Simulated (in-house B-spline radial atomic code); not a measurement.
Configurations of neutral europium, with energies counted from [Xe] 4f7 6s2. Method: scalar-relativistic (X2C) CAM-B3LYP, spin-polarised, spherical fractional occupations, Fermi nucleus of rms radius 5.1115 fm. Calculated with a radial B-spline atomic code at the basis-set limit. Caution: exact exchange at fractional occupations of open shells leaves self-interaction of up to several eV. Shells without spins written out take the highest spin.

Occupations are held fixed; configurations that lie above the ionisation limit could autoionise.

| configuration | E - E(ref) (eV) | highest orbital | its <r> (bohr) |
| --- | --- | --- | --- |
| [Xe] 4f6 6s2 7s1 | 12.328 | 7s up | 9.718 |
| [Xe] 4f6 6s2 7d1 | 13.912 | 7d up | 24.16 |
| [Xe] 4f6 6s2 7f1 | 14.252 | 7f up | 51.38 |
| [Kr] 4d10 4f7 5s2 5p5 6s2 6p1 | 25.754 | 6p up | 5.373 |
| [Kr] 4d10 4f7 5s2 5p5 6s2 7f1 | 28.879 | 7f up | 51.3 |
| [Kr] 4d10 4f(5 up, 2 down) 5s2 5p(3 up, 2 down) 6s2 7p(0 up, 1 down) | 49.489 | 7p down | 14.04 |
| [Kr] 4d9 4f7 5s2 5p6 6s2 7p1 | 141.14 | 7p up | 13.8 |

Order these further configurations by energy, lowest first.
A. [Kr] 4d10 4f(0 up, 7 down) 5s2 5p(3 up, 2 down) 5f(1 up, 0 down) 6s2
B. [Kr] 4d10 4f7 5s2 5p5 6s2 6f1
C. [Kr] 4d9 4f7 5s2 5p6 5f1 6s2
D. [Xe] 4f(3 up, 4 down) 6s2
E. [Kr] 4d10 4f(7 up, 0 down) 5s2 5p(2 up, 3 down) 6s2 6d(1 up, 0 down)

D (24.451 eV), B (28.775 eV), E (30.6 eV), A (31.054 eV), C (141.82 eV).

How far above the reference does [Xe] 4f8 6s1 lie?

5.0636 eV; its least bound orbital is 4f down with <r> = 22.29 bohr.

How far above the reference does [Xe] 4f(2 up, 5 down) 5f(1 up, 0 down) 6s(1 up, 0 down) lie?

25.602 eV; its least bound orbital is 5f up with <r> = 22.71 bohr.
